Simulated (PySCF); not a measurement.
MoH6, SMILES [MoH6], multiplicity 1.

Geometry optimised at PBE-D3(BJ)/def2-TZVPD. The spin state was assumed, not searched. The def2 effective core potentials stand for the cores of Mo; spin–orbit coupling is left out.

Level of theory: PySCF with ωB97X/def2-TZVPD.

Symmetry labels are those of the subgroup D2h that the program uses (full group Oh).

Computed valence orbital energies around the gap with their symmetry:
```tsv
orbital	symmetry	energy (eV)
HOMO−7	B2u	-52.93
HOMO−6	B3u	-52.93
HOMO−5	Ag	-16.05
HOMO−4	Ag	-16.05
HOMO−3	Ag	-15.33
HOMO−2	B1u	-11.05
HOMO−1	B2u	-11.05
HOMO	B3u	-11.05
LUMO	B1g	-5.41
LUMO+1	B2g	-5.41
LUMO+2	B3g	-5.41
LUMO+3	Ag	0.32
```
